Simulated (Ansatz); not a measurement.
Stretching the Ge2–H3 bond in GaGeH5 (SMILES [GaH2][GeH3]) (multiplicity 1 held, fragments rigid). Energies count from the point at 1.541 Å.
Geometry at that point (charge 0, multiplicity 1):
| atom | x (Å) | y (Å) | z (Å) |
|---|---|---|---|
| Ga | -1.2304 | -0.0777 | -0.2920 |
| Ge | 1.1573 | 0.0702 | 0.2737 |
| H | 1.9820 | -1.1429 | -0.1997 |
| H | 1.7871 | 1.3290 | -0.3615 |
| H | 1.3593 | 0.1998 | 1.7986 |
| H | -2.2172 | 1.0451 | 0.2026 |
| H | -1.8013 | -1.2698 | -1.1461 |

Signs of static correlation in cc-pVTZ, with CASSCF(2,2), from Ansatz (an electronic-structure program) runs.

```tsv
R (Å)	T1 of restricted CCSD	⟨S²⟩ of UHF	largest double amplitude of restricted CCSD	weight of the CASSCF reference in MRCISD	CASSCF natural occupations
1.233	0.011	0.000	0.031	0.898	1.99 0.01
1.387	0.011	0.000	0.031	0.898	1.98 0.02
1.541	0.011	0.000	0.030	0.897	1.98 0.02
1.696	0.011	0.000	0.030	0.897	1.97 0.03
1.850	0.012	0.000	0.030	0.897	1.95 0.05
2.081	0.014	0.000	0.062	0.896	1.92 0.08
2.312	0.018	0.314	0.136	0.896	1.88 0.12
2.697	0.030	0.750	0.134	0.896	1.75 0.25
3.083	0.047	0.911	0.398	0.897	1.58 0.42
3.545	___	0.979	0.579	0.897	1.37 0.63
4.162	0.094	1.003	___	0.897	1.17 0.83
4.932	0.107	1.008	0.929	0.897	1.06 0.94
```

Question: Fill in the missing entries.

Answer: 
- 3.545, T1 of restricted CCSD: 0.070
- 4.162, largest double amplitude of restricted CCSD: 0.784

Doubts at one or more of the structures used: a restricted determinant that unrestricted orbitals would lower (R-CCSD(T)/cc-pVTZ); other coupled-cluster roots lie near (R-CCSD(T)/cc-pVTZ); T1 above 0.05 (R-CCSD(T)/cc-pVTZ, U-CCSD(T)/cc-pVTZ); a spin-contaminated determinant (U-CCSD(T)/cc-pVTZ).
